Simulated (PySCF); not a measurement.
PySCF input file for C₂F₃O, SMILES O=[C]C(F)(F)F, multiplicity 2, SMD-ωB97X/6-31G*. Geometry optimised at r2SCAN-D4/def2-SVP. The isomer is the one that the SMILES or the coordinates give; other isomers of the formula were not compared.

```python
import numpy as np
from pyscf import gto, scf, dft
from pyscf.solvent import smd

mol = gto.M(
    atom='''
    O    -0.00279024    2.07413346   -0.00000000
    C     0.62419008    1.07907016    0.00000021
    C     0.01975368   -0.35286356    0.00000001
    F    -1.31309135   -0.33725830   -0.00000043
    F     0.44313750   -0.99527682    1.08638530
    F     0.44313822   -0.99527681   -1.08638501
    ''',
    basis='6-31G*',
    charge=0,
    spin=1,
    max_memory=1600,
    verbose=3,
)
mf = dft.UKS(mol, xc='wb97x').density_fit(auxbasis='def2-universal-jkfit')
mf.grids.level = 3
mf.conv_tol = 1e-9
mf.max_cycle = 100
mf.kernel()
fine, coarse = mf.grids, dft.Grids(mol).set(level=1).build(with_non0tab=True)
for _ in range(3):  # follow internal instabilities
    mf.grids = coarse
    mo, _, stable, _ = mf.stability(return_status=True, nroots=4)
    mf.grids = fine
    if stable:
        break
    mf.kernel(mf.make_rdm1(mo, mf.mo_occ))
res = {}
for name in ['water', 'cyclohexanone', 'acetone']:
    s = mf.SMD()
    s.with_solvent.solvent, s.with_solvent.sasa_ng = name, 302
    s.kernel(mf.make_rdm1())
    res[name] = (s.e_tot, s.with_solvent.get_cds(), s.dip_moment(), s.mo_energy, s.converged)
    print(f'SMD {name}: dG(solv) = {(s.e_tot - mf.e_tot) * 627.509474:.3f} kcal/mol, of which CDS {res[name][1] * 627.509474:.3f}')
```

Program output:

```

WARN: HOMO -0.142436842794445 >= LUMO -0.142436842794445

converged SCF energy = -450.782105124315  <S^2> = 0.7534916  2S+1 = 2.0034886
<class 'pyscf.df.df_jk.DFUKS'> wavefunction is stable in the internal stability analysis
converged SCF energy = -450.776430424736  <S^2> = 0.75348291  2S+1 = 2.0034799
Dipole moment(X, Y, Z, Debye):  0.43578, -0.59676,  0.00000
SMD water: dG(solv) = 3.561 kcal/mol, of which CDS 5.721
converged SCF energy = -450.781836498323  <S^2> = 0.75348857  2S+1 = 2.0034855
Dipole moment(X, Y, Z, Debye):  0.39495, -0.51196,  0.00000
SMD cyclohexanone: dG(solv) = 0.169 kcal/mol, of which CDS 1.463
converged SCF energy = -450.782524518662  <S^2> = 0.75348806  2S+1 = 2.003485
Dipole moment(X, Y, Z, Debye):  0.39973, -0.51766,  0.00000
SMD acetone: dG(solv) = -0.263 kcal/mol, of which CDS 1.160
```

The run converged.
